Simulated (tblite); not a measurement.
Record of a relaxation.

Species: C₃F₆P₂.
SMILES with atom numbers: `[F:1][C:2]([F:3])([F:4])[P:5]([C:6]#[P:7])[C:8]([F:9])([F:10])[F:11]`

Computed with GFN2-xTB (tblite), gas phase: L-BFGS steps from a force-field or distance-geometry start until the largest atomic force falls under 0.01 eV/Å. 13 of its 27 geometries are shown.

Step 0: E = -1082.2385 eV, largest atomic force 2.615 eV/Å
```
atom  x, y, z in Å  |  force x, y, z in eV/Å
F1      1.291    0.162   -1.304    0.729  -0.282   1.456
C2      1.504   -0.023    0.037    0.957  -0.530  -0.483
F3      1.983   -1.316    0.256   -0.435   1.944  -0.545
F4      2.471    0.876    0.461   -1.203  -1.297  -0.746
P5     -0.053    0.236    1.060   -0.494   1.824  -0.014
C6     -0.593    1.735    0.182    0.787  -2.199   1.176
P7     -1.044    3.012   -0.559   -0.290   0.815  -0.429
C8     -1.167   -0.939    0.129   -0.654  -0.997  -0.830
F9     -0.739   -2.244    0.332   -0.876   1.715  -0.480
F10    -2.464   -0.818    0.616    1.817  -0.308  -0.875
F11    -1.184   -0.679   -1.234   -0.337  -0.685   1.771
```

Step 2: E = -1082.6374 eV, largest atomic force 1.220 eV/Å
```
atom  x, y, z in Å  |  force x, y, z in eV/Å
F1      1.315    0.153   -1.266    0.267  -0.061  -0.401
C2      1.522   -0.037    0.030   -0.964   0.313   0.501
F3      1.973   -1.261    0.238    0.294  -0.329  -0.118
F4      2.439    0.839    0.439    0.325   0.098  -0.056
P5     -0.066    0.286    1.062   -0.072   0.189   0.083
C6     -0.585    1.711    0.192    0.248  -0.650   0.258
P7     -1.040    2.999   -0.550   -0.143   0.396  -0.181
C8     -1.178   -0.960    0.111    0.675   0.840   0.573
F9     -0.765   -2.198    0.316   -0.047  -0.466  -0.108
F10    -2.413   -0.829    0.589   -0.340  -0.125  -0.063
F11    -1.196   -0.701   -1.187   -0.243  -0.208  -0.489
```

Step 4: E = -1082.6856 eV, largest atomic force 0.244 eV/Å
```
atom  x, y, z in Å  |  force x, y, z in eV/Å
F1      1.325    0.150   -1.272    0.094  -0.048   0.017
C2      1.500   -0.031    0.042   -0.018   0.007  -0.032
F3      1.978   -1.261    0.232   -0.032   0.060  -0.047
F4      2.444    0.837    0.434   -0.025  -0.023  -0.024
P5     -0.069    0.294    1.069    0.009   0.007   0.244
C6     -0.581    1.703    0.193   -0.008   0.059  -0.108
P7     -1.040    2.999   -0.548    0.005  -0.022   0.051
C8     -1.162   -0.941    0.123    0.024  -0.002  -0.029
F9     -0.770   -2.203    0.311   -0.023   0.066  -0.046
F10    -2.416   -0.833    0.584    0.042  -0.003  -0.042
F11    -1.204   -0.710   -1.193   -0.067  -0.101   0.017
```

Step 6: E = -1082.6882 eV, largest atomic force 0.039 eV/Å
```
atom  x, y, z in Å  |  force x, y, z in eV/Å
F1      1.330    0.147   -1.272    0.011  -0.014  -0.013
C2      1.496   -0.030    0.042    0.029   0.006  -0.012
F3      1.978   -1.259    0.230   -0.037  -0.013   0.002
F4      2.443    0.835    0.433   -0.007   0.026   0.013
P5     -0.069    0.297    1.078    0.002   0.001   0.029
C6     -0.580    1.702    0.190    0.017  -0.014  -0.013
P7     -1.040    2.999   -0.546   -0.010   0.021   0.015
C8     -1.159   -0.939    0.123   -0.025  -0.017  -0.019
F9     -0.772   -2.201    0.308    0.035   0.005   0.000
F10    -2.414   -0.834    0.582   -0.005   0.026   0.010
F11    -1.208   -0.716   -1.193   -0.011  -0.026  -0.014
```

Step 9: E = -1082.6887 eV, largest atomic force 0.053 eV/Å
```
atom  x, y, z in Å  |  force x, y, z in eV/Å
F1      1.332    0.146   -1.273    0.011   0.000   0.003
C2      1.498   -0.029    0.041   -0.019   0.001   0.007
F3      1.974   -1.260    0.230   -0.007   0.002   0.011
F4      2.442    0.837    0.433   -0.002  -0.005  -0.001
P5     -0.069    0.297    1.080   -0.001  -0.005  -0.053
C6     -0.578    1.701    0.188    0.006   0.005  -0.001
P7     -1.040    3.000   -0.544   -0.001  -0.001   0.023
C8     -1.160   -0.940    0.122    0.014   0.011   0.005
F9     -0.768   -2.200    0.308    0.004   0.006   0.009
F10    -2.414   -0.831    0.582    0.006  -0.001   0.002
F11    -1.210   -0.719   -1.194   -0.011  -0.014  -0.003
```

Step 11: E = -1082.6889 eV, largest atomic force 0.024 eV/Å
```
atom  x, y, z in Å  |  force x, y, z in eV/Å
F1      1.335    0.145   -1.273    0.009   0.006   0.000
C2      1.497   -0.029    0.041   -0.011  -0.007  -0.006
F3      1.971   -1.260    0.231    0.011   0.009   0.017
F4      2.442    0.839    0.434   -0.004  -0.023  -0.004
P5     -0.069    0.297    1.077    0.002  -0.013  -0.011
C6     -0.577    1.701    0.187   -0.005   0.019  -0.010
P7     -1.041    3.001   -0.540   -0.007   0.019   0.010
C8     -1.160   -0.939    0.121    0.011   0.002  -0.008
F9     -0.766   -2.199    0.309   -0.013   0.006   0.015
F10    -2.414   -0.830    0.583    0.017  -0.015   0.000
F11    -1.212   -0.723   -1.196   -0.009  -0.005  -0.003
```

Step 13: E = -1082.6891 eV, largest atomic force 0.033 eV/Å
```
atom  x, y, z in Å  |  force x, y, z in eV/Å
F1      1.337    0.144   -1.274    0.001   0.001  -0.012
C2      1.496   -0.029    0.041    0.013  -0.009  -0.012
F3      1.969   -1.260    0.233    0.015  -0.003   0.011
F4      2.441    0.838    0.434    0.003  -0.013   0.003
P5     -0.069    0.297    1.074   -0.005   0.013   0.024
C6     -0.576    1.701    0.185   -0.008   0.012  -0.007
P7     -1.042    3.004   -0.537   -0.010   0.031   0.003
C8     -1.159   -0.939    0.120   -0.007  -0.011  -0.013
F9     -0.765   -2.198    0.310   -0.008  -0.008   0.012
F10    -2.413   -0.830    0.583    0.005  -0.012   0.004
F11    -1.214   -0.726   -1.197   -0.001   0.000  -0.010
```

Step 15: E = -1082.6893 eV, largest atomic force 0.035 eV/Å
```
atom  x, y, z in Å  |  force x, y, z in eV/Å
F1      1.340    0.144   -1.275   -0.001  -0.013  -0.006
C2      1.496   -0.029    0.040    0.017  -0.003   0.001
F3      1.969   -1.260    0.236    0.010  -0.012  -0.008
F4      2.440    0.836    0.435    0.014   0.005   0.005
P5     -0.070    0.297    1.071   -0.010   0.033   0.005
C6     -0.575    1.703    0.183   -0.009   0.004  -0.001
P7     -1.044    3.009   -0.532   -0.005   0.018   0.007
C8     -1.159   -0.939    0.118   -0.012  -0.011   0.003
F9     -0.764   -2.198    0.313    0.002  -0.014  -0.004
F10    -2.411   -0.830    0.584   -0.015  -0.004   0.002
F11    -1.217   -0.730   -1.199    0.008  -0.004  -0.003
```

Step 17: E = -1082.6895 eV, largest atomic force 0.028 eV/Å
```
atom  x, y, z in Å  |  force x, y, z in eV/Å
F1      1.342    0.142   -1.277    0.004  -0.020   0.014
C2      1.497   -0.030    0.039    0.003   0.004   0.015
F3      1.969   -1.261    0.238    0.000  -0.003  -0.019
F4      2.441    0.835    0.436    0.015   0.008  -0.004
P5     -0.070    0.300    1.069   -0.002   0.008  -0.027
C6     -0.575    1.706    0.181   -0.011   0.007  -0.005
P7     -1.046    3.014   -0.528    0.000   0.007   0.010
C8     -1.159   -0.941    0.117   -0.003   0.002   0.020
F9     -0.763   -2.198    0.315    0.003  -0.002  -0.014
F10    -2.410   -0.831    0.585   -0.019  -0.002  -0.008
F11    -1.219   -0.733   -1.201    0.010  -0.008   0.017
```

Step 20: E = -1082.6898 eV, largest atomic force 0.023 eV/Å
```
atom  x, y, z in Å  |  force x, y, z in eV/Å
F1      1.347    0.137   -1.278    0.003  -0.001   0.009
C2      1.499   -0.031    0.039   -0.006   0.002   0.002
F3      1.969   -1.263    0.240   -0.006   0.007   0.002
F4      2.444    0.834    0.436   -0.001  -0.003  -0.011
P5     -0.072    0.305    1.063    0.007  -0.022  -0.004
C6     -0.577    1.710    0.176   -0.006  -0.003  -0.016
P7     -1.051    3.026   -0.518    0.000   0.005   0.007
C8     -1.160   -0.942    0.117    0.003   0.006   0.006
F9     -0.761   -2.199    0.317   -0.001   0.010   0.002
F10    -2.412   -0.834    0.585    0.000  -0.005  -0.011
F11    -1.221   -0.740   -1.202    0.006   0.006   0.014
```

Step 22: E = -1082.6898 eV, largest atomic force 0.015 eV/Å
```
atom  x, y, z in Å  |  force x, y, z in eV/Å
F1      1.348    0.136   -1.278   -0.002   0.003  -0.006
C2      1.499   -0.031    0.039    0.001  -0.001  -0.004
F3      1.969   -1.263    0.240   -0.002  -0.002   0.008
F4      2.444    0.833    0.436   -0.001   0.000  -0.005
P5     -0.072    0.304    1.062   -0.001   0.004   0.008
C6     -0.578    1.710    0.175   -0.001  -0.012  -0.009
P7     -1.051    3.028   -0.517    0.001   0.001   0.008
C8     -1.160   -0.942    0.117   -0.001   0.000  -0.001
F9     -0.761   -2.198    0.317    0.002   0.000   0.007
F10    -2.412   -0.834    0.585   -0.002  -0.002  -0.004
F11    -1.221   -0.741   -1.202    0.006   0.010  -0.001
```

Step 24: E = -1082.6899 eV, largest atomic force 0.023 eV/Å
```
atom  x, y, z in Å  |  force x, y, z in eV/Å
F1      1.349    0.136   -1.278   -0.005  -0.002  -0.010
C2      1.499   -0.031    0.039    0.001  -0.002  -0.004
F3      1.968   -1.263    0.241   -0.001  -0.006   0.005
F4      2.444    0.833    0.435    0.000   0.003   0.001
P5     -0.072    0.304    1.062   -0.006   0.022   0.003
C6     -0.579    1.710    0.172    0.001  -0.009   0.002
P7     -1.051    3.030   -0.515    0.003  -0.006   0.008
C8     -1.160   -0.942    0.117    0.000  -0.002  -0.001
F9     -0.761   -2.198    0.319    0.003  -0.006   0.004
F10    -2.413   -0.835    0.584   -0.004   0.001   0.001
F11    -1.220   -0.740   -1.201    0.007   0.005  -0.008
```

Step 26: E = -1082.6899 eV, largest atomic force 0.007 eV/Å
```
atom  x, y, z in Å  |  force x, y, z in eV/Å
F1      1.349    0.135   -1.278   -0.004  -0.005  -0.003
C2      1.500   -0.032    0.038   -0.003   0.000  -0.001
F3      1.968   -1.263    0.242   -0.002  -0.001   0.000
F4      2.445    0.833    0.434   -0.002   0.001   0.001
P5     -0.072    0.305    1.061   -0.001   0.006  -0.001
C6     -0.579    1.709    0.170    0.000   0.002   0.005
P7     -1.052    3.031   -0.512    0.000  -0.002   0.002
C8     -1.160   -0.942    0.118    0.003   0.000   0.000
F9     -0.760   -2.198    0.320    0.000  -0.001  -0.001
F10    -2.413   -0.836    0.583    0.001   0.002   0.000
F11    -1.219   -0.740   -1.201    0.006  -0.002  -0.002
```

Q: Summarise the path.

A: The energy falls by 0.4515 eV from step 0 to step 26; nine tenths of that is first reached at step 3. It falls at every step. The largest force goes from 2.615 to 0.007 eV/Å. Among the bonds P5–C6 changes most, from 1.819 to 1.738 Å; the atoms move by 0.055 Å rms after alignment.

Hardware: an Arm Neoverse V1 with one thread, shared host.
